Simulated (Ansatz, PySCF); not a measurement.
Gas-phase reaction in SMILES: CCF -> [CH3] (CH3) + [CH2]F (the C-C bond at the site shown breaks; other sites are not compared here)
Structures are relaxed separately at B3LYP-D3(BJ)/def2-TZVP in Ansatz (a first-principles code).
Geometry of the first species:
```
C
H 1 1.0924
H 1 1.0924 2 108.97
F 1 1.3997 2 107.10 3 115.53
C 1 1.5091 2 111.78 3 -124.04
H 5 1.0906 1 110.73 2 -58.47
H 5 1.0906 6 108.67 1 121.82
H 5 1.0924 6 108.40 7 117.62
```

Quantity: bond dissociation energy (0 K, with B3LYP-D3(BJ) harmonic zero-point energies from PySCF), in kcal/mol. Valence correlation only, unless marked. UHF or UKS for open shells. No spin-orbit coupling. Non-relativistic. Basis-set limits of correlation are two-point, X^-3; Hartree-Fock from the larger set.

CCSD(T)/CBS(cc-pVTZ,cc-pVQZ) (Ansatz) gives 91.2 kcal/mol.

Another calculation gave 88.0 kcal/mol. Which level was it?
A) wB97X-V/def2-TZVPD (Ansatz)
B) SVWN5/def2-TZVPD (Ansatz)
C) r2SCAN/def2-TZVPD (Ansatz)
D) B2GP-PLYP/def2-TZVPD (Ansatz)

D, B2GP-PLYP/def2-TZVPD (Ansatz). The others give 91.4 (wB97X-V), 82.5 (r2SCAN), 106.2 (SVWN5) kcal/mol.
